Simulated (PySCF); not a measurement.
Relaxation of singlet [Ag3Te]+

These are results of PBE0 in PySCF with Te def2-SVP with ECP28, Ag def2-SVP with ECP28; scalar-relativistic core potentials, no spin–orbit coupling; density-fitted integrals, not measurements. A (50,194) grid was used.

A start displaced from a saddle point along its imaginary mode, of Cs symmetry, held to at least that symmetry:

Coordinates in bohr (charge 1 multiplicity 1):
```
Te    0.0000   -0.4472   -2.2243
Ag    0.0000   -0.4015    2.8441
Ag    4.5796    0.4724   -0.0706
Ag   -4.5796    0.4724   -0.0706
```

Optimiser trace:
```csv
step,E − E(last) (kJ/mol),largest gradient (Eh/bohr)
0,42.88,0.00665
1,37.11,0.00507
2,30.95,0.00660
3,23.18,0.00936
4,16.26,0.00800
5,7.96,0.00644
6,3.94,0.00592
7,2.09,0.00281
8,0.30,0.00184
9,0.24,0.00070
10,0.23,0.00049
11,0.21,0.00036
12,0.17,0.00094
13,0.14,0.00114
14,0.06,0.00105
15,0.01,0.00054
16,0.00,0.00013
17,0.00,0.00003
```

It ends at C3v with Te–Ag 2.638 Å (×3); Ag–Te–Ag 87.6° (×3) (after a last refinement on a finer grid). A frequency run shows a minimum. Other isomers or separated fragments may lie lower.

Stability towards spin polarisation was not tested.

The relaxation took roughly 4 core-minutes on a shared host.
